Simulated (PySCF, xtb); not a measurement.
Si(OSiH3)(F)(Me)2 (C₂H₉FOSi₂), SMILES C[Si](C)(F)O[SiH3].

GFN2-xTB in xtb at its own geometry gives an orbital gap of 5.76 eV and a dipole moment of 1.71 D.

Geometry: ωB97X-D3(BJ)/def2-SVP. The values are those of a single conformer.

**Question.** What does PBE/def2-TZVP run with PySCF give? (The exact figures need the calculation; the answer reports its results.)

**Answer.** gap 6.41 eV (levels -7.08 and -0.67 eV), dipole 1.64 D.
